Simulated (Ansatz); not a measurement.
A CCSD(T) single point on C2H6AlGaO.

```yaml
crystal:
  periodic: [false, false, false]
  atoms:
    - {symbol: Al, position_ang: [-1.090097, 1.039688, -0.535240]}
    - {symbol: O, position_ang: [-1.028414, 0.510616, 1.121157]}
    - {symbol: C, position_ang: [-0.114884, -0.357756, 1.560213]}
    - {symbol: C, position_ang: [0.845486, -0.919020, 0.805657]}
    - {symbol: Ga, position_ang: [0.901825, -0.425949, -1.057481]}
    - {symbol: H, position_ang: [-2.159300, 2.058163, -1.056368]}
    - {symbol: H, position_ang: [0.566561, 1.342076, -0.933458]}
    - {symbol: H, position_ang: [-0.219992, -0.579809, 2.622952]}
    - {symbol: H, position_ang: [1.526853, -1.610870, 1.285727]}
    - {symbol: H, position_ang: [1.697846, -0.698008, -2.350711]}
    - {symbol: H, position_ang: [-0.860484, -0.416232, -1.441949]}
basis:
  gaussian: {orbitals: def2-TZVPP}
correlation: {method: ccsd_t}
```

```sh
$ ansatz run in.yaml --threads 4 --pin off --events-out ev --progress --plain --max-ram 10444MiB
```

Output of Ansatz, abridged:

```
Functional definition: HF
1618 factors; integrals over basis functions are off by at most 1.4e-3 eV
mean field evaluation 1: about -63108.0930 eV, gradient 4.1e1 eV
mean field evaluation 2: about -63108.3656 eV, gradient 4.1e1 eV
mean field evaluation 4: about -63112.5792 eV, gradient 4.8e0 eV
mean field evaluation 8: about -63112.6564 eV, gradient 3.0e-1 eV
mean field -63112.65679744 eV, -2319.3473580106 hartree, gradient 4.8e-6 eV, S^2 0.000000; 0 other end points of the search recorded, 0 dependent functions left out
17 core orbitals not correlated: weight in the atoms' cores, before any rotation towards them, 1.000 or more for the frozen orbitals, at most 0.000 for the correlated occupied ones
reference -63112.65679744 eV, -2319.3473580106 hartree; 18, 18 occupied and 232, 232 virtual orbitals, 1618 factors
second order -24.00770898 eV of doubles, -0.00000000 eV of singles
cycle   1  -23.85468319 eV  change    1.5e-1 eV  update   1.3e-1
cycle   2  -24.64658935 eV  change   -7.9e-1 eV  update   4.2e-2
cycle   3  -24.81069432 eV  change   -1.6e-1 eV  update   2.2e-2
cycle   4  -24.79289245 eV  change    1.8e-2 eV  update   5.8e-3
cycle   5  -24.78974104 eV  change    3.2e-3 eV  update   2.7e-3
cycle   6  -24.79078073 eV  change   -1.0e-3 eV  update   7.7e-4
cycle   7  -24.79050936 eV  change    2.7e-4 eV  update   2.8e-4
cycle   8  -24.79039583 eV  change    1.1e-4 eV  update   9.0e-5
cycle   9  -24.79043051 eV  change   -3.5e-5 eV  update   4.1e-5
perturbative correction -1.08861969 eV, -0.0400060357 hartree
Total energy: -63138.53584764 eV, -2320.2983955639 hartree
```

Hardware: 4 threads of an Arm Neoverse V1 on a shared host. Wall time 4 min, peak host memory 6.6 GiB.

Correlation energy per correlated electron: -0.719 eV. T1 diagnostic: 0.0150.
